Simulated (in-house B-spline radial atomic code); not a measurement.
# Ionising Ga3+ with different functionals

Computed with a radial B-spline atomic code at the basis-set limit: four-component Dirac-Coulomb Hamiltonian, Fermi nucleus of rms radius 3.9973 fm, spin-restricted, spherical fractional occupations for the functionals. The ionisation energy is the difference of two self-consistent energies, [Ar] 3d10 → [Ar] 3d9, without Breit or QED terms; ε is the level of the shell that loses the electron (mean over j). The electron is taken from both j subshells in proportion to 2j + 1, so the result is a j average, not the step between ground levels.

Hybrids are left out here: with spherical fractional occupations of an open shell their exact exchange keeps a self-interaction that integer-occupation calculations don't have.

```json
{"method": "LDA VWN5", "rung": "LDA", "ΔSCF (eV)": "64.24", "-ε(3d) (eV)": "52.85"}
{"method": "relativistic LDA", "rung": "LDA", "ΔSCF (eV)": "64.25", "-ε(3d) (eV)": "52.87"}
{"method": "LDA PW92", "rung": "LDA", "ΔSCF (eV)": "64.23", "-ε(3d) (eV)": "52.84"}
{"method": "LDA exchange-only", "rung": "LDA", "ΔSCF (eV)": "62.35", "-ε(3d) (eV)": "51.03"}
{"method": "PBE", "rung": "GGA", "ΔSCF (eV)": "63.88", "-ε(3d) (eV)": "52.48"}
{"method": "PBEsol", "rung": "GGA", "ΔSCF (eV)": "63.84", "-ε(3d) (eV)": "52.45"}
{"method": "BLYP", "rung": "GGA", "ΔSCF (eV)": "63.85", "-ε(3d) (eV)": "52.47"}
{"method": "RPBE", "rung": "GGA", "ΔSCF (eV)": "63.76", "-ε(3d) (eV)": "52.36"}
{"method": "PW91", "rung": "GGA", "ΔSCF (eV)": "64.01", "-ε(3d) (eV)": "52.61"}
{"method": "BP86", "rung": "GGA", "ΔSCF (eV)": "63.93", "-ε(3d) (eV)": "52.54"}
{"method": "AM05", "rung": "GGA", "ΔSCF (eV)": "63.87", "-ε(3d) (eV)": "52.48"}
{"method": "OLYP", "rung": "GGA", "ΔSCF (eV)": "64.19", "-ε(3d) (eV)": "52.72"}
```

How do they compare with the NIST value?

NIST lists 63.24 eV ± 0.009 (measured, ground level to ground level). Errors run from -0.89 to +1.01 eV. The correlated functionals all miss on the same side by more than they spread, so the cause is common to them (Breit-QED terms, spin polarisation, the choice among j levels, multiplet and fine-structure energies, or a listed next ion that isn't the cheapest removal here) and closeness doesn't rank the functionals.
